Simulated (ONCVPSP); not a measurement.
**Potentials for Ta compared**

Generated with ld1.x 7.5 (TM, RRKJ, ultrasoft, PAW), atompaw 4.2 or ONCVPSP 4.0.1. The cutoff is in Ry: for ld1.x and atompaw files where the sum of valence levels is converged to 10 mRy in a Bessel basis, for ONCV files where the hardest occupied wave has 1 mHa per electron of residual kinetic energy. The error is the largest all-electron minus pseudo excitation energy over each file’s own four to seven test configurations (ionisations up to +4, promotions, holes and added fractions of an electron), all of which were solved. The labels leave out finer settings (local radius, basis sizes, second energies), which also bear on the numbers. Spin-polarised tests are not counted. The rows are a selection from randomly drawn settings: files with unsolved tests, undetermined cutoffs or missed reference levels are left out.

```tsv
potential	cutoff (Ry)	largest error (meV)	bound ghosts
ONCV, PW91, fully relativistic, rc 1.80/2.25/3.05 (spd), local smoothed, core correction yes, reference 5s2 5p6 5d3 6s1.75 6p0.25, qcut 5.8/6/5.3, projectors 2/2/2	27	-571	none
ONCV, PBE, scalar-relativistic, rc 1.90/1.55/2.15 (spd), local smoothed, core correction yes, reference 5s2 5p6 5d3 6s2, qcut 8.1/9.5/7.2, projectors 2/1/2	58	-457	none
ONCV, LDA (Perdew-Wang 92), scalar-relativistic, rc 1.55/1.30/2.90 (spd), local smoothed, core correction no, reference 5s2 5p6 5d3 6s2, qcut 6.2/6.7/5.3, projectors 2/2/2	98	-3.2	none
ONCV, revPBE, scalar-relativistic, rc 1.85/2.05/2.50/1.15 (spdf), local smoothed, core correction yes, reference 4f14 5s2 5p6 5d3 6s1.5, qcut 8.5/8.3/5.5/15.7, projectors 2/1/2/1	204	+155	none
ONCV, PBEsol, scalar-relativistic, rc 1.50/2.05/2.90 (spd), local smoothed, core correction no, reference 5s2 5p6 5d3 6s1.75 6p0.25, qcut 7.3/8.4/6.6, projectors 2/2/1	44	-2.0	none
```

(1) Fill in the row for Ta: ONCV, PBE, scalar-relativistic, rc 1.85/2.05/2.15 (spd), local smoothed, core correction no, reference 5s2 5p6 5d3 6s1.5 6p0.5, qcut 8.3/6.9/8.2, projectors 2/2/2.

(2) Fill in the row for Ta: ONCV, PBE, scalar-relativistic, rc 1.65/1.40/1.40 (spd), local d, core correction yes, reference 5s2 5p6 5d3 6s2, qcut 8.9/5.7/7.4, projectors 2/2/0.

Answers

(1) cutoff 41 Ry, largest error +5.5 meV, bound ghosts: none.

(2) cutoff 122 Ry, largest error -199 meV, bound ghosts: none.
